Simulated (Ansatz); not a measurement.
One change: `CB[SiH](N)N` becomes `N[SiH](N)O`.

Ansatz, PBE0-D4/def2-TZVP geometries, multiplicity 1. Each molecule was computed in one conformer, which needn't be the lowest.

```json
{"property": "ideal-gas entropy at 298 K and 1 bar (rigid rotor, harmonic PBE0-D4/def2-TZVP) / J/(mol·K)", "`CB[SiH](N)N`": "384"}
{"property": "LUMO energy (PBE/def2-TZVPP) / eV", "`CB[SiH](N)N`": "-2.47"}
{"property": "HOMO energy (PBE0/def2-TZVPP) / eV", "`CB[SiH](N)N`": "-6.59"}
{"property": "size of the dipole moment (PBE/def2-TZVPP) / D", "`CB[SiH](N)N`": "1.02"}
{"property": "HOMO–LUMO gap (B3LYP/def2-TZVPP) / eV", "`CB[SiH](N)N`": "4.68"}
{"property": "HOMO–LUMO gap (PBE0/def2-TZVPP) / eV", "`CB[SiH](N)N`": "5.06"}
```

What does the change do to each property? (An estimate is asked.)

Computed: 
| property | `N[SiH](N)O` | shift |
| --- | --- | --- |
| ideal-gas entropy at 298 K and 1 bar (rigid rotor, harmonic PBE0-D4/def2-TZVP) / J/(mol·K) | 318 | -66 |
| LUMO energy (PBE/def2-TZVPP) / eV | 0.07 | 2.54 |
| HOMO energy (PBE0/def2-TZVPP) / eV | -7.42 | -0.83 |
| size of the dipole moment (PBE/def2-TZVPP) / D | 1.96 | 0.94 |
| HOMO–LUMO gap (B3LYP/def2-TZVPP) / eV | 7.71 | 3.03 |
| HOMO–LUMO gap (PBE0/def2-TZVPP) / eV | 8.33 | 3.27 |

With PBE0 the HOMO falls by 0.83 eV and the LUMO rises by 2.44 eV, so the gap widens by about 3.27 eV. PBE moves the HOMO by -0.62 eV and ωB97M-V by -1.01 eV. The zero-point energy changes by -87.5 kJ/mol with -12 modes. Dipoles are sizes alone; their direction can turn. Modes under 60 cm⁻¹, often nearly free rotors, make the harmonic entropy too high.

B3LYP here is the variant with VWN-RPA as its local correlation; programs differ in this.
